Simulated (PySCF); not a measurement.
Electron correlation in Sb+ (antimony, charge +1)

[Kr] 4d10 5s1 5p2 5d1, one real determinant (an excited configuration). Computed with PySCF 2.14 in aug-cc-pwCVTZ-DK3 (10s9p7d4f1g, 109 functions), with scalar relativity by spin-free X2C-1e. Frozen: [Kr] 4d10; 4 electrons correlated.

```csv
level,correlation energy (mhartree)
CCSD,-33.52
(T),-3.38
CCSD(T),-36.90
```

Diagnostics: T1 = 0.028, D1 = 0.0760, largest double amplitude 0.391.

Question: Is a single reference adequate?

Answer: Not fully. The real determinant used has ⟨L²⟩ near 8 against 12 for a pure F term, so it mixes terms. The outer electron is Rydberg-like, and this basis confines it to a smaller radius and binds it less than a complete one would. A double-excitation amplitude exceeds 0.15, a sign of near-degeneracy.

The reference is one real determinant that mixes LS terms of this configuration.
